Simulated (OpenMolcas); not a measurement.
Lines of Co⁴⁺: computed and rescaled rates

```json
{"Program": "OpenMolcas 26.06", "Method": "MS-CASPT2, IPEA 0.25 Eh, imaginary shift 0.1 Eh (closed shells correlated: 3s 3p)", "Basis": "ANO-RCC-VQZP [7s6p4d3f2g1h]", "Scalar Hamiltonian": "DKH2, point nucleus", "Active space": "5 electrons in 10 orbitals (3d 4d)", "State averaging": "2S+1 = 6 even, 1 root; 2S+1 = 4 even, 24 roots; 2S+1 = 2 even, 53 roots", "Spin-orbit coupling": "state interaction with AMFI integrals over the reference wave functions, term energies averaged over their components"}
```

Rates come from the transition moments of the reference wave functions (E1 and E2 in the length form). At fixed line strength A goes as λ^-3 for E1 and M1 and as λ^-5 for E2, so a rate at the computed wavelength can be rescaled to the measured one. Measured vacuum wavelengths follow from level energies in Sugar and Corliss, J. Phys. Chem. Ref. Data 10, 1097 (1981). Branching counts decays inside the model space alone, at computed energies, and the table is only a selection of the E2 and M1 lines, drawn from those between levels with measured partners whose computed energy lies within a factor of 1.5 of the measured one.

```csv
Upper,Lower,Type,λ computed (nm),λ measured (nm),A computed (s-1),A rescaled (s-1),Branching %
3d⁵ ⁴P_1/2,3d⁵ ⁴P_3/2,M1,73420,75240,1.15e-04,1.07e-04,100.0
3d⁵ ⁴D_1/2,3d⁵ ⁴P_1/2,M1,2784,2575,1.31e-01,,63.0
3d⁵ ⁴D_1/2,3d⁵ ⁴P_3/2,M1,2682,2490,7.63e-02,,36.8
3d⁵ ⁴D_7/2,3d⁵ ⁴P_5/2,M1,2676,2528,8.52e-02,,90.6
3d⁵ ²G_7/2,3d⁵ ⁴F_7/2,M1,1820,1903,3.41e-02,,16.6
3d⁵ ²G_9/2 [74 %],3d⁵ ⁴F_7/2,M1,1648,1728,5.14e-02,,9.9
3d⁵ ²G_9/2 [74 %],3d⁵ ⁴F_9/2,M1,1628,1686,1.03e-01,,19.9
3d⁵ ²G_7/2,3d⁵ ²F_7/2(1),M1,1519,1476,7.74e-02,,37.6
3d⁵ ²F_7/2(1),3d⁵ ⁴D_7/2,M1,633.3,678.2,1.79e-01,,10.9
3d⁵ ⁴F_9/2,3d⁵ ⁴D_7/2,M1,595.1,620.3,3.23e-01,,23.8
3d⁵ ⁴F_7/2,3d⁵ ⁴D_7/2,M1,592.5,614.8,2.97e-01,,20.2
3d⁵ ²D_5/2 [72 %],3d⁵ ⁴P_3/2,M1,589.9,617.6,2.36e-01,,10.5
3d⁵ ²D_5/2 [72 %],3d⁵ ⁴P_5/2,M1,586.1,612.4,1.25e+00,,55.5
3d⁵ ²D_3/2,3d⁵ ⁴P_1/2,M1,570.4,595.3,1.53e-01,,15.5
3d⁵ ²D_3/2,3d⁵ ⁴P_3/2,M1,566,590.6,5.97e-01,,60.3
3d⁵ ²D_3/2,3d⁵ ⁴P_5/2,M1,562.5,585.8,1.64e-01,,16.5
3d⁵ ⁴F_9/2,3d⁵ ⁴G_11/2,E2,408.3,423.5,3.81e-01,3.17e-01,28.1
3d⁵ ⁴F_9/2,3d⁵ ⁴G_11/2,M1,408.3,423.5,3.34e-01,,24.6
3d⁵ ²H_11/2,3d⁵ ⁴G_11/2,M1,340.8,356.3,1.19e+00,,50.2
3d⁵ ⁴P_5/2,3d⁵ ⁶S_5/2,M1,234.6,245.4,3.23e+00,,100.0
3d⁵ ⁴P_3/2,3d⁵ ⁶S_5/2,M1,234,244.6,2.12e+00,,100.0
```

Spin-changing lines and M1 lines between different terms are not rescaled, since their strength hangs on the term gaps too.

The largest correction is for 3d⁵ ⁴F_9/2 → 3d⁵ ⁴G_11/2 (E2): 3.81e-01 × (408.3 / 423.5)^5 = 3.17e-01 s-1, a factor of 0.83.

These are rates of the free ion; in crystals, glasses and complexes forced electric-dipole and non-radiative decay shorten such lifetimes by orders of magnitude. No measured rate stands beside these. Rescaling mends the energy factor alone: line strengths can still be far off where a level mixes with configurations outside the active space, and weak or spin-changing lines hang on small mixing coefficients that depend on the term gaps too, so rescaling need not improve them.

CASPT2 does not keep the components of a term degenerate, so their means are used; among the terms shown or strongly mixed into the levels shown the widest spread is 550 cm-1 (3d⁵ ⁴F). Some levels mix across a computed gap that differs much from the measured one, so their mixing is not that of the real levels. Active for correlation alone: 4d; no level in the range computed is led by a configuration that fills it, so any true level of that kind is missing. Measured partners are found by configuration, term and J. A level has none where our copy of the source lacks it or the pairing is in doubt (some pairs that miss far off the trend of their configuration count as doubtful). Levels of configurations outside the active space are missing.

A share in square brackets marks a mixed level and gives the weight of the term that names it. A number in round brackets counts repeated terms of one configuration in the order of the reference energies.
